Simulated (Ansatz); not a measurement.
C2H9BN, that is [B(NMe2)H3]- with one electron fewer. The state is a doublet with charge 0. Geometry PBE0-D4/def2-SVPD; atoms count from 1.

| atom | x (Å) | y (Å) | z (Å) |
| --- | --- | --- | --- |
| B1 | -0.7742 | -1.2991 | 0.1372 |
| N2 | -0.0537 | 0.0051 | -0.0219 |
| C3 | 0.7675 | 0.2926 | -1.1615 |
| C4 | -0.0667 | 1.0173 | 0.9935 |
| H5 | 0.3751 | 1.1745 | -1.6987 |
| H6 | 0.7765 | -0.5661 | -1.8396 |
| H7 | 1.7973 | 0.5348 | -0.8476 |
| H8 | -0.6544 | 0.6763 | 1.8511 |
| H9 | 0.9609 | 1.2596 | 1.3142 |
| H10 | -0.5112 | 1.9472 | 0.5961 |
| H11 | -0.9921 | -1.8165 | -0.9482 |
| H12 | -1.7071 | -1.1947 | 0.9190 |
| H13 | 0.0821 | -2.0309 | 0.7064 |

(1) Estimate the Mulliken populations from the PBE0/def2-TZVPD orbitals of Ansatz.

(2) Where does the spin sit?

(3) And the Mayer bond orders between bonded heavy atoms (over 0.3)?

## Answers

(1) 
```
atom  charge (e)  spin (α − β)
  B1       -0.20         -0.05
  N2        0.16          0.72
  C3       -0.71         -0.05
  C4       -0.71         -0.05
  H5        0.26          0.04
  H6        0.23          0.00
  H7        0.25          0.03
  H8        0.23          0.00
  H9        0.25          0.03
 H10        0.26          0.04
 H11       -0.04          0.04
 H12       -0.04          0.04
 H13        0.05          0.22
```
Mulliken values and Mayer orders depend strongly on the basis. With diffuse functions, as here, like atoms can get unlike values, and bond orders can come out too low or too high.

(2) Summed by element: B -0.05, N 0.72, C -0.10, H 0.43, of 1 unpaired in all. Largest on single atoms: N2 0.72, H13 0.22, B1 -0.05.

(3) B1–N2 1.16 (1.50 Å); N2–C3 1.01 (1.43 Å); N2–C4 1.01 (1.43 Å).
